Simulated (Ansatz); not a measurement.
C$_{2}$H$_{5}$AlOS, SMILES `C=[C](S)[AlH][OH]`, relaxed with RKS PBE0-D4/def2-TZVP in Ansatz from a PBE-D4/def2-SVP geometry. The force threshold is 0.005 eV/Å; the program also tests the step.

Total charge 0; spin multiplicity 1.

Start:

```xyz
10

C    -0.615   -1.463    0.712
C     0.371   -0.557    0.480
S     1.989   -0.782    1.185
Al    0.032    1.009   -0.633
O    -1.559    1.157   -1.266
H    -1.616   -1.313    0.276
H    -0.475   -2.369    1.330
H     2.554    0.347    0.671
H     1.178    2.088   -0.923
H    -1.860    1.884   -1.832
```

```tsv
step	energy (eV)	largest force (eV/Å)	largest move (Å)
1	-21626.3089	0.695	0.000
2	-21626.3541	0.275	0.029
3	-21626.3569	0.177	0.037
4	-21626.3603	0.070	0.033
5	-21626.3605	0.024	0.004
6	-21626.3605	0.011	0.001
7	-21626.3605	0.007	0.001
8	-21626.3605	0.011	0.004
9	-21626.3606	0.002	0.002
```

End:

```xyz
10

C    -0.605   -1.449    0.708
C     0.361   -0.553    0.475
S     1.963   -0.776    1.170
Al    0.022    1.002   -0.627
O    -1.541    1.151   -1.260
H    -1.591   -1.309    0.278
H    -0.463   -2.338    1.319
H     2.531    0.332    0.665
H     1.157    2.071   -0.912
H    -1.833    1.870   -1.816
```

Run time 33 s (4 threads of an Intel Xeon on a shared host); peak host memory 0.54 GiB.
